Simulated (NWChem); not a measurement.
System: C₂H₄ClNSi; SMILES C(C[SiH2]Cl)#N

Here is an NWChem input.

```
start job
memory heap 200 mb stack 900 mb global 1100 mb
geometry units angstroms noautoz
  N     -1.070831    -2.622566    -0.309050
  C     -0.229016    -1.939808     0.098501
  C      0.818738    -1.062124     0.578802
  Si     0.875789     0.615879    -0.306440
  Cl    -0.844340     1.666537     0.122357
  H      0.691310    -0.884646     1.659671
  H      1.800254    -1.548914     0.442697
  H      2.048456     1.364407     0.221978
  H      0.977926     0.415569    -1.775090
end
basis spherical
  * library def2-svp
end
dft
  xc xperdew91 perdew91
  iterations 150
  mulliken
end
task dft energy
```

Excerpt of the output:

```
             Northwest Computational Chemistry Package (NWChem) 7.3.0
             --------------------------------------------------------

 C1  symmetry detected

                             Geometry "geometry" -> ""
                             -------------------------

 Output coordinates in angstroms (scale by  1.889725989 to convert to a.u.)

  No.       Tag          Charge          X              Y              Z
 ---- ---------------- ---------- -------------- -------------- --------------
    1 N                    7.0000    -1.05836259    -2.62268790    -0.31048515
    2 C                    6.0000    -0.21924604    -1.93822265     0.09975813
    3 C                    6.0000     0.82530835    -1.05851187     0.58330932
    4 Si                  14.0000     0.88738859     0.61627901    -0.30765861
    5 Cl                  17.0000    -0.83561373     1.66801631     0.10671385
    6 H                    1.0000     0.69118002    -0.87714254     1.66272068
    7 H                    1.0000     1.80776671    -1.54552398     0.45502250
    8 H                    1.0000     2.05658975     1.36704375     0.22524719
    9 H                    1.0000     0.99862085     0.41066184    -1.77491382

 Effective nuclear repulsion energy (a.u.)     246.0115266636

  perdew91 is a nonlocal functional; adding pw91lda local functional.

                                 NWChem DFT Module
                                 -----------------

 Summary of "ao basis" -> "ao basis" (spherical)
 ------------------------------------------------------------------------------
       Tag                 Description            Shells   Functions and Types
 ---------------- ------------------------------  ------  ---------------------
 N                          def2-svp                 6       14   3s2p1d
 C                          def2-svp                 6       14   3s2p1d
 Si                         def2-svp                 8       18   4s3p1d
 Cl                         def2-svp                 8       18   4s3p1d
 H                          def2-svp                 3        5   2s1p

            General Information
            -------------------
          SCF calculation type: DFT
          Wavefunction type:  closed shell.
          No. of atoms     :     9
          No. of electrons :    54
           Alpha electrons :    27
            Beta electrons :    27
          Charge           :     0
          Spin multiplicity:     1
          Use of symmetry is: off; symmetry adaption is: off
          Maximum number of iterations: 150
          AO basis - number of functions:    98
                     number of shells:    46
          Convergence on energy requested:  1.00D-06
          Convergence on density requested:  1.00D-05
          Convergence on gradient requested:  5.00D-04

              XC Information
              --------------
                 Perdew 1991   Exchange Functional  1.000
                Perdew 1991 Correlation Functional  1.000 non-local
            Perdew 1991 LDA Correlation Functional  1.000 local

             Grid Information
             ----------------
          Grid used for XC integration:  medium
          Radial quadrature: Mura-Knowles
          Angular quadrature: Lebedev.
          Tag              B.-S. Rad. Rad. Pts. Rad. Cut. Ang. Pts.
          ---              ---------- --------- --------- ---------
          N                   0.65       49          12.0       434
          C                   0.70       49          11.0       434
          Si                  1.10       88           9.0       590
          Cl                  1.00       88          11.0       590
          H                   0.35       45          11.0       434
          Grid pruning is: on
          Number of quadrature shells:   503
          Spatial weights used:  Erf1

      Superposition of Atomic Density Guess
      -------------------------------------

 Sum of atomic energies:        -879.55298222

      Non-variational initial energy
      ------------------------------

 Total energy =    -881.655767
 1-e energy   =   -1701.353140
 2-e energy   =     573.685846
 HOMO         =      -0.358677
 LUMO         =       0.052114

     ---------------------------------------------
      Total Density - Mulliken Population Analysis
     ---------------------------------------------

    Atom       Charge   Shell Charges
 -----------   ------   -------------------------------------------------------
    1 N    7     7.58   1.99  1.13  0.56  2.41  1.47  0.03
    2 C    6     5.68   1.99  0.98  0.24  1.64  0.77  0.06
    3 C    6     6.35   1.99  0.95  0.19  2.02  1.18  0.02
    4 Si  14    13.14   2.00  1.99  0.97  0.21  5.93  0.99  0.86  0.18
    5 Cl  17    17.41   2.00  1.99  1.22  0.72  5.94  2.16  3.36  0.01
    6 H    1     0.84   0.63  0.18  0.02
    7 H    1     0.83   0.63  0.18  0.03
    8 H    1     1.08   0.70  0.37  0.01
    9 H    1     1.08   0.70  0.37  0.01

   convergence    iter        energy       DeltaE   RMS-Dens  Diis-err
 ---------------- ----- ----------------- --------- --------- ---------
 d= 0,ls=0.0,diis     1   -882.5492039916 -1.13D+03  2.48D-02  9.53D-01
 d= 0,ls=0.0,diis     2   -881.8875754439  6.62D-01  1.90D-02  5.93D+00
 d= 0,ls=0.0,diis     3   -882.6566471642 -7.69D-01  3.75D-03  1.56D-01
 d= 0,ls=0.0,diis     4   -882.6689841114 -1.23D-02  2.23D-03  3.31D-02
 d= 0,ls=0.0,diis     5   -882.6739578827 -4.97D-03  4.82D-04  2.45D-03
  Resetting Diis
 d= 0,ls=0.0,diis     6   -882.6742541568 -2.96D-04  1.25D-04  1.48D-04
 d= 0,ls=0.0,diis     7   -882.6742716005 -1.74D-05  8.00D-05  1.75D-05
 d= 0,ls=0.0,diis     8   -882.6742685283  3.07D-06  4.79D-05  4.13D-05
 d= 0,ls=0.0,diis     9   -882.6742740058 -5.48D-06  4.63D-06  1.52D-07
 d= 0,ls=0.0,diis    10   -882.6742740260 -2.01D-08  1.21D-06  1.03D-08

         Total DFT energy =     -882.674274025954
      One electron energy =    -1704.229938160993
           Coulomb energy =      643.809525112970
    Exchange-Corr. energy =      -68.265387641579
 Nuclear repulsion energy =      246.011526663649

 Numeric. integr. density =       53.999995943573

                       DFT Final Molecular Orbital Analysis
                       ------------------------------------

 Vector   25  Occ=2.000000D+00  E=-2.973855D-01
              MO Center= -4.8D-01, -2.1D+00, -1.8D-02, r^2= 2.1D+00
   Bfn.  Coefficient  Atom+Function         Bfn.  Coefficient  Atom+Function
  ----- ------------  ---------------      ----- ------------  ---------------
     4      0.299256  1 N  px                 6     -0.291556  1 N  pz
    20      0.267579  2 C  pz                18     -0.231028  2 C  px
     7     -0.164627  1 N  px                 9      0.162112  1 N  pz
    23      0.160763  2 C  pz                19      0.151918  2 C  py
     5     -0.146755  1 N  py                79     -0.144827  6 H  s

 Vector   26  Occ=2.000000D+00  E=-2.876084D-01
              MO Center= -2.5D-01,  1.3D+00, -8.9D-02, r^2= 3.0D+00
   Bfn.  Coefficient  Atom+Function         Bfn.  Coefficient  Atom+Function
  ----- ------------  ---------------      ----- ------------  ---------------
    73      0.438605  5 Cl pz                70      0.328552  5 Cl pz
    71      0.256830  5 Cl px                72      0.238318  5 Cl py
    68      0.193200  5 Cl px                89     -0.193958  8 H  s
    67      0.190705  5 Cl pz                94      0.182305  9 H  s
    69      0.178460  5 Cl py                90     -0.175369  8 H  s

 Vector   27  Occ=2.000000D+00  E=-2.776723D-01
              MO Center= -2.3D-01, -7.4D-01,  4.8D-05, r^2= 4.9D+00
   Bfn.  Coefficient  Atom+Function         Bfn.  Coefficient  Atom+Function
  ----- ------------  ---------------      ----- ------------  ---------------
    72      0.263019  5 Cl py                 6     -0.233340  1 N  pz
     5      0.226883  1 N  py                33      0.217308  3 C  py
    73     -0.202031  5 Cl pz                69      0.191439  5 Cl py
    19     -0.185900  2 C  py                31      0.157055  3 C  s
    36      0.154566  3 C  py                20      0.148681  2 C  pz

 Vector   28  Occ=0.000000D+00  E=-2.963943D-02
              MO Center=  8.1D-01,  5.8D-01, -3.6D-01, r^2= 3.8D+00
   Bfn.  Coefficient  Atom+Function         Bfn.  Coefficient  Atom+Function
  ----- ------------  ---------------      ----- ------------  ---------------
    53      0.838035  4 Si px                54     -0.746267  4 Si py
    64      0.514005  5 Cl s                 31     -0.494075  3 C  s
    71      0.467653  5 Cl px                45     -0.281856  4 Si s
    50      0.251625  4 Si px                72     -0.221063  5 Cl py
    51     -0.208432  4 Si py                63      0.188618  5 Cl s

 Vector   29  Occ=0.000000D+00  E=-1.609543D-02
              MO Center=  1.5D-01, -1.2D+00,  8.3D-02, r^2= 4.9D+00
   Bfn.  Coefficient  Atom+Function         Bfn.  Coefficient  Atom+Function
  ----- ------------  ---------------      ----- ------------  ---------------
    45      0.581500  4 Si s                 90     -0.522835  8 H  s
    85     -0.508798  7 H  s                 55      0.451763  4 Si pz
     8      0.339621  1 N  py                31      0.340686  3 C  s
    22     -0.308364  2 C  py                 5     -0.301517  1 N  py
    80     -0.294965  6 H  s                 46      0.285151  4 Si s

[...]
```

Level: PW91/def2-SVP. Geometry: optimised at PBE0/def2-SVP.
